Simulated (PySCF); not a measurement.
# Property card for `O=S1(=O)CC[C@@H]1F`

Compound: C₃H₅FO₂S.
Geometry (GFN2-xTB, Å), atoms numbered from 1 in this order:
```xyz
12
C3H5FO2S angstrom
O     -0.9004   -1.5759   -1.4450
S     -0.7617   -1.0501   -0.1242
O     -1.4346   -1.7111    0.9537
C     -0.9059    0.7813   -0.0629
C      0.6172    0.8848   -0.0829
C      0.9837   -0.5457    0.3084
F      1.9887   -1.0898   -0.4151
H     -1.4206    1.2403   -0.8983
H     -1.3550    1.0708    0.8802
H      1.0239    1.6420    0.5866
H      0.9819    1.0712   -1.0933
H      1.1839   -0.7187    1.3669
```

Some functional groups and rings: sulfone and C–F bond.

GFN2-xTB geometry:

```
Point group of the GFN2-xTB geometry                  : C1
Rotational constants A, B, C of the GFN2-xTB geometry : 3.286, 2.160, 1.796 GHz
```

From CAM-B3LYP/def2-SVPD ground state and vertical TDDFT (core frozen in the response) (PySCF):

```
Dipole moment                                                     : 5.35 D
HOMO energy                                                       : -10.00 eV
LUMO energy                                                       : 0.76 eV
HOMO–LUMO gap                                                     : 10.76 eV
Lowest singlet excitation                                         : 7.34 eV (169 nm, f = 0.007)
Strongest line among the 8 lowest singlet transitions             : S6 at 8.47 eV (146 nm, f = 0.108)
Lowest triplet excitation (Tamm–Dancoff)                          : 6.91 eV
Static isotropic polarisability                                   : 60.2 au
Electronic spatial extent ⟨r²⟩ about the centre of nuclear charge : 749 bohr²
```

Monoisotopic mass from the formula: 123.9994 u.

The vertical singlet–triplet gap S1 − T1 is 0.43 eV (TDDFT singlet less Tamm–Dancoff triplet; S1: HOMO→LUMO+1, weight 0.51, beside HOMO→LUMO, weight 0.32; T1: HOMO→LUMO+1, weight 0.44, beside HOMO→LUMO, weight 0.26). With B = h/(8π²I), that is 505.379 GHz u Å² over I, the principal moments of inertia are 153.8, 234.0 and 281.3 u Å² (most abundant isotopes); the inertial defect Ic − Ia − Ib is -106.5 u Å² (zero for a rigid planar frame, negative otherwise). No computed singlet falls in the visible range (750 to 380 nm, 1.65 to 3.26 eV); S1 lies 4.08 eV above its blue end. S1 lies 3.42 eV below the HOMO–LUMO gap; its leading configuration is HOMO→LUMO+1, weight 0.51, beside HOMO→LUMO, weight 0.32. The 8 singlets span 7.34 to 8.61 eV, and their oscillator strengths add up to 0.21. The largest Löwdin shares of the HOMO are 0.21 on O3, 0.20 on O1, 0.16 on C6 and 0.14 on C4. The principal polarisabilities are 55.9, 58.5 and 66.3 au; their mean is the isotropic value.

The structure is a single GFN2-xTB conformer in the gas phase; no vibrational or solvent corrections.
